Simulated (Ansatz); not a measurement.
Relaxed structures of AlHIF, closed shell (PBE0-D4/def2-TZVP; forces vanish, vibrations not checked; lower isomers may exist, and structures with a doubtful reference or unclear bonds are left out; Å). Ansatz 0.2.0; basis: def2-TZVPP; cores frozen in the correlated methods. Filled d shells of the heavier atoms are correlated. Core potentials replace the inner electrons of the atoms past krypton. The def2 sets are not built for correlating such inner shells, so the correlated values are less sure here.

**Question.** Rank them by CCSD(T) energy, lowest first, and give each one's height above the lowest. Links in brackets join atoms within 1.22 times the sum of their covalent radii (1.1 for two metals). (Judge from chemistry; the value comes from the calculation.)
A.
a complex of AlF + HI
```
4
angstrom
F -2.3427 0.3889 0.5699
Al -0.7497 -0.0834 0.5665
I 2.7958 -1.1389 0.5684
H 4.3476 -1.6023 0.5720
```
B.
AlHIF ([F][AlH][I])
```
4
angstrom
F -1.2960 -0.2024 1.1111
Al -0.1810 0.0941 -0.0578
I 2.0654 -0.8396 0.2519
H -0.5884 0.9479 -1.3052
```
C.
a complex of AlI + HF
```
4
angstrom
F -1.5924 -0.1899 1.2961
Al -0.2557 0.4329 -0.6369
I 1.4870 -0.9058 0.8697
H -0.8245 -0.6151 1.6513
```
D.
AlHIF ([F][I][AlH])
```
4
angstrom
F 4.1483 -1.1243 1.0536
Al 0.1104 0.3199 -0.5593
I 2.3086 -0.4661 0.3187
H -1.3027 0.8235 -1.1222
```

**Answer.** Computed: B (0.00 kcal/mol), A (45.20 kcal/mol), C (50.99 kcal/mol), D (118.47 kcal/mol). Heights count from the lowest.

The T1 diagnostic stays at or below 0.020.

For scale, one of the runs: CCSD(T)/def2-TZVPP, 137 basis functions, launched by `ansatz run in.yaml --threads 2 --pin off --events-out ev --progress --plain --max-ram 4352MiB`. The run took 30 s on 2 CPU threads of an Arm Neoverse V1 (shared host), with 0.78 GiB of host memory at its peak.
